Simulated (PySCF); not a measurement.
**Computed properties of Te(OH)(SH) (H₂OSTe), SMILES S[Te]O**

H2OSTe, SMILES O[Te]S. Coordinates come from a B3LYP-D3(BJ)/def2-TZVP optimisation. The def2 effective core potentials stand for the cores of Te; spin–orbit coupling is left out. One conformer was computed; it need not be the lowest. All values are computed for the isolated molecule unless a solvent is named; none is compared with measurement here.

**Structure.** All 9 harmonic modes at B3LYP-D3(BJ)/def2-TZVP (PySCF) are real, so it is a minimum. With heavy atoms numbered as in [Te:1]([OH:2])[SH:4], the shortest bond between them is Te1–O2 at 1.980 Å and the longest Te1–S4 at 2.386 Å.

**Vibrations.** The strongest infrared lines (harmonic, unscaled, degenerate partners summed) lie at 380 cm⁻¹ (94 km/mol, H 90 %, O 8 %), 3792 cm⁻¹ (88 km/mol, H 94 %), 589 cm⁻¹ (76 km/mol, O 86 %, Te 11 %). The softest mode is at 168 cm⁻¹ and the zero-point energy is 14.4 kcal/mol.

**Electronic structure.** r2SCAN/def2-TZVPD (PySCF) places the frontier levels at -5.68 and -2.35 eV, a gap of 3.33 eV, and gives a dipole moment of 0.67 D and a mean polarisability of 69.8 bohr³.

**Excitations.** TDA-ωB97X/def2-SVPD (PySCF) has S1 at 3.41 eV (364 nm, f = 0.002, weak); the most intense of the 10 singlets computed lies at 6.99 eV (f = 0.34). T1 (TDA) is at 2.75 eV, 0.66 eV under S1. No vertical singlet excitation falls in the visible range (under 3.1 eV).
